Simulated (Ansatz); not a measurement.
B2N2. The state is a singlet with charge 0. Geometry r2SCAN-D4/def2-TZVP; atoms count from 1.

```xyz
4

B     0.148   -0.443    0.582
B    -0.148    0.443   -0.582
N     1.098    0.454    0.067
N    -1.098   -0.454   -0.067
```

The restricted singlet is unstable: a solution with broken spin symmetry lies lower. The geometry of the singlet was relaxed on an unsound state (an occupied level 0.05 eV above an empty one). At PBE0-D4/def2-TZVP a triplet of charge 0 lies 0.87 eV below the restricted singlet, each at its own geometry. The structure comes from a short search, and lower isomers may exist.

Question: Estimate the Mulliken populations from the PBE0/def2-TZVP orbitals of Ansatz.

Answer: 
```
atom  charge (e)
  B1        0.22
  B2        0.22
  N3       -0.22
  N4       -0.22
```
Mulliken values and Mayer orders depend strongly on the basis.

Question: And the Mayer bond orders between bonded heavy atoms (over 0.3)?

Answer: B1–B2 0.78 (1.49 Å); B1–N3 1.45 (1.40 Å); B1–N4 1.45 (1.40 Å); B2–N3 1.45 (1.40 Å); B2–N4 1.45 (1.40 Å).
